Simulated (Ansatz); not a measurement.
GaH3S2Si (`[SiH2]1S[S][GaH]1`) at its PBE0-D4/def2-TZVP geometry, where that method's forces vanish. Charge 0, multiplicity 1.

```
atom   x (Å)   y (Å)   z (Å)
 Si1  -0.891  -0.223   0.554
  S2  -0.761  -1.279  -1.331
  S3   1.101  -0.445  -1.874
 Ga4   1.214   0.758  -0.008
  H5  -0.960  -1.165   1.706
  H6  -2.100   0.645   0.614
  H7   2.397   1.709   0.338
```

Q: For each bond, give half the difference of the two atoms' forces along it (eV/Å; positive pushes the atoms apart) under PBE-D4, r2SCAN-D4, B3LYP-D4, ωB97M-V in def2-TZVPP. (An estimate is asked.)

A: The calculation gave: 
| bond | length (Å) | PBE-D4 | r2SCAN-D4 | B3LYP-D4 | ωB97M-V |
| --- | --- | --- | --- | --- | --- |
| Si1–S2 | 2.165 | 0.16 | 0.08 | 0.22 | 0.04 |
| Si1–Ga4 | 2.390 | -0.03 | 0.00 | 0.18 | 0.05 |
| Si1–H5 | 1.489 | 0.09 | -0.01 | -0.14 | -0.13 |
| Si1–H6 | 1.489 | 0.09 | -0.01 | -0.14 | -0.13 |
| S2–S3 | 2.110 | 0.29 | 0.18 | 0.39 | 0.13 |
| S3–Ga4 | 2.224 | 0.20 | 0.04 | 0.25 | -0.01 |
| Ga4–H7 | 1.557 | -0.01 | -0.10 | -0.13 | -0.09 |

B3LYP here is the variant with VWN-RPA as its local correlation; programs differ in this.

All numbers were calculated with Ansatz.
